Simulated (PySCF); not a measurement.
**Calculated NMR data**

Theoretical values (PySCF 2.14): shieldings: GIAO PBE0/pcSseg-1, GFN2-xTB geometry. One conformer, non-relativistic Hamiltonian, rapidly exchanging positions averaged, in vacuum.

References, each an isolated molecule treated in the same way: ¹H (σ = 31.72 ppm) and ¹³C (σ = 186.93 ppm) against TMS. Splittings of carbon signals by F and P are missing where no couplings were computed. Where no couplings were computed, multiplicities follow the n + 1 count of equivalent neighbours, and m marks all less simple cases (inequivalent or close neighbours, rings, F or P nearby). Shifts are as computed. Against solution values, carbons near 30 ppm lie about +3 ppm off and those near 130 ppm about +5 ppm; carbons on Cl a further +6 ppm. Of 1211 compounds with measured shifts, 218 miss one by over three times the rms of a fit or turn the order of signals round; such compounds aren't used in these exercises. Carbons bonded to Cl come out too deshielded.

**1.** SMILES C[C@@]1(F)Cc2ccccc21, C9H9F. ¹H NMR (500 MHz, computed): δ 7.65 (m, 1H), 7.59 (m, 1H), 7.57 (m, 1H), 7.51 (m, 1H), 3.70 (m, 1H), 3.30 (m, 1H), 1.71 (m, 3H). ¹³C{¹H} NMR (computed): δ 154.5 (C), 147.7 (C), 135.5 (CH), 132.5 (CH), 129.0 (CH), 126.8 (CH), 98.1 (C), 46.9 (CH2), 26.2 (CH3).

**2.** `O=C(Cl)c1ccccc1[SiH3]`, C7H7ClOSi. ¹H NMR (500 MHz, computed): δ 8.83 (d, 1H), 8.24 (d, 1H), 7.98 (m, 1H), 7.91 (m, 1H), 4.65 (s, 3H). ¹³C{¹H} NMR (computed): δ 182.9 (C), 150.6 (C), 143.2 (CH), 141.0 (CH), 140.7 (CH), 140.1 (C), 135.9 (CH).
